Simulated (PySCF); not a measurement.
Excitations are Tamm–Dancoff values on a coarser integration grid. The basis has no diffuse functions, so Rydberg states are missing or too high.

Cartesian coordinates (Å):
SMILES: SB(S)S
```xyz
7

S      1.4564    -0.8520     0.6415
B      0.0001     0.0000    -0.0003
S     -1.4539    -0.9473    -0.4972
S     -0.0021     1.7992    -0.1452
H      2.2196     0.2348     0.8559
H     -0.9764    -2.1718    -0.2103
H     -1.2437     1.9371    -0.6443
```
Charge 0, spin multiplicity 1.

Question: What LUMO, total energy and brightest of the four lowest singlets (TDA) does r2SCAN-D4/def2-TZVP (PySCF 2.14.0) give?

Answer: 
```yaml
LUMO: -1.34 eV
total_energy: -1221.2710 Ha
brightest of the four lowest singlets (TDA): 6.12 eV
```
